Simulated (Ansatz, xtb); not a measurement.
**Ranking isomers of BrFH3NSi2**

10 gas-phase structures of BrFH3NSi2, found in a search over its isomers (lower ones may exist). Each was relaxed with GFN2-xTB; where two conformers were screened, the lower at r2SCAN-D4/def2-SVP is listed:

A. `F/[SiH]=N/[SiH2]Br`, a singlet
B. `F[Si@H](Br)N=[SiH2]`, a singlet
C. `F[Si@H](Br)N[SiH]`, a singlet
D. `F/[Si](Br)=N\[SiH3]`, a singlet
E. `[H]/N=[SiH]/[Si@H](F)Br`, a singlet
F. `F[Si]N[SiH2]Br`, a singlet
G. `[H]/N=[Si](/Br)[SiH2]F`, a singlet
H. `F[SiH2]N[Si]Br`, a singlet
I. `F[SiH2]/N=[SiH]/Br`, a singlet
J. `F/[Si](Br)=N/[SiH3]`, a singlet

Q: Which do you expect lowest at r2SCAN-D4/def2-SVP, and how would the others follow?

A: Calculated order at r2SCAN-D4/def2-SVP: H (0.0), F (4.6), C (11.9), B (15.6), I (18.6), A (18.9), J (23.4), D (24.4), G (43.2), E (44.5) kcal/mol. Less than 1 kcal/mol parts I and A; J and D, so the order within those pairs means little.

Energies above the lowest of each column, in kcal/mol; the last columns are at PBE0-D3(BJ)/pcseg-1 geometries and were run for some of them only (a dash: not run or not comparable):

| structure | GFN2-xTB | HF/STO-3G | r2SCAN-D4/def2-SVP | PBE0-D3(BJ)/pcseg-1 | CCSD(T)/def2-SVP + ΔMP2/def2-TZVPP |
| --- | --- | --- | --- | --- | --- |
| H | 11.1 | 0.0 | 0.0 | 0.0 | 0.0 |
| F | 14.7 | 0.3 | 4.6 | 3.9 | 3.7 |
| C | 26.7 | 15.4 | 11.9 | 11.2 | – |
| B | 0.3 | 52.4 | 15.6 | – | – |
| I | 3.1 | 54.9 | 18.6 | – | – |
| A | 0.0 | 54.7 | 18.9 | – | – |
| J | 18.7 | 54.3 | 23.4 | – | – |
| D | 18.9 | 57.8 | 24.4 | – | – |
| G | 29.0 | 70.2 | 43.2 | – | – |
| E | 29.0 | 73.3 | 44.5 | – | – |

CCSD(T)/def2-SVP + ΔMP2/def2-TZVPP puts H lowest of those it was run on; GFN2-xTB picks A. Some further structures that were screened fall inside this span and aren't listed. Flexible structures stand in one conformer each, not always the lowest. Frequencies (PBE0-D3(BJ)/pcseg-1) were run for F, H alone. ΔMP2 is the change of the MP2 energy from the smaller to the larger basis.

Over these structures GFN2-xTB departs from r2SCAN-D4/def2-SVP by 10.6 kcal/mol on average once a common shift is removed. A GFN2-xTB relaxation took about 0.4 s and the r2SCAN-D4/def2-SVP energy about 4.2 s on a shared host (Ansatz 0.2.0, xtb 6.7.1).
